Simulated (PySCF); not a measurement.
Zn(OH)2 (H2O2Zn), SMILES [OH][Zn][OH].

Coordinates come from a TPSSh-D3(BJ)/def2-TZVP optimisation. A frequency run showed that this geometry is not a minimum. The isomer is the one that the SMILES or the coordinates give; other isomers of the formula were not compared. One conformer was computed; it need not be the lowest.

The numbers are results of PBE/def2-TZVPD in PySCF, not measurements.

Symmetry labels are those of the subgroup C2v that the program uses (full group C2v).

List the valence orbital energies around the gap with their symmetry. (The exact figures need the calculation; the answer reports its results.)


```
orbital  symmetry  energy (eV)
-------  --------  -----------
HOMO−7         A1       -12.04
HOMO−6         B1       -12.04
HOMO−5         B2       -10.55
HOMO−4         A1       -10.52
HOMO−3         A1        -8.14
HOMO−2         B2        -7.58
HOMO−1         B1        -7.26
HOMO           A2        -6.58
LUMO           A1        -2.15
LUMO+1         A1        -0.60
LUMO+2         B1        -0.34
LUMO+3         B2        -0.28
```
